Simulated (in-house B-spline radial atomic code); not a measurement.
# Ionising La VI (La5+) with different functionals

Computed with a B-spline radial code for spherical atoms: scalar-relativistic (spin-free X2C) Hamiltonian, Fermi nucleus of rms radius 4.855 fm, spin-polarised at highest spin, spherical fractional occupations for the functionals, and exact exchange of hybrids averaged over the configuration. The ionisation energy is the difference of two self-consistent energies, [Kr] 4d10 5s2 5p4 → [Kr] 4d10 5s2 5p3, without Breit or QED terms; ε is the level of the shell that loses the electron (its least bound occupied spin orbital). There is no spin-orbit coupling in this Hamiltonian.

| method | rung | ΔSCF (eV) | -ε(5p) (eV) |
| --- | --- | --- | --- |
| PBE0 | global hybrid | 74.77 | 70.27 |
| B3LYP | global hybrid | 75.04 | 70.09 |
| TPSSh | global hybrid | 74.64 | 69.28 |
| BHandHLYP | global hybrid | ? | ? |
| r2SCAN0 | global hybrid | 74.47 | 70.22 |
| B97-1 | global hybrid | ? | ? |
| HSE06 | range-separated hybrid | 74.86 | 69.88 |
| wB97X | range-separated hybrid | 75.12 | 72.96 |
| CAM-B3LYP | range-separated hybrid | 75.09 | 71.96 |
| LC-wPBE | range-separated hybrid | 74.98 | 73.49 |

**Question.** What does B97-1 give?

**Answer.** ΔSCF 74.86 eV, and -ε(5p) = 69.96 eV.

**Question.** What does BHandHLYP give?

**Answer.** ΔSCF 74.80 eV, and -ε(5p) = 71.81 eV.

**Question.** Among the functionals, which spreads more, the ΔSCF values or the orbital energies?

**Answer.** The orbital energies: ΔSCF values span about 0.65 eV and the orbital energies 4.21 eV; here energy differences depend much less on the functional than eigenvalues do.

**Question.** How do they compare with the NIST value?

**Answer.** NIST lists 74 eV ± 2 (tabulated theory, ground level to ground level). Errors run from +0.47 to +1.12 eV; all lie within about twice that uncertainty, so the table can't rank the methods.
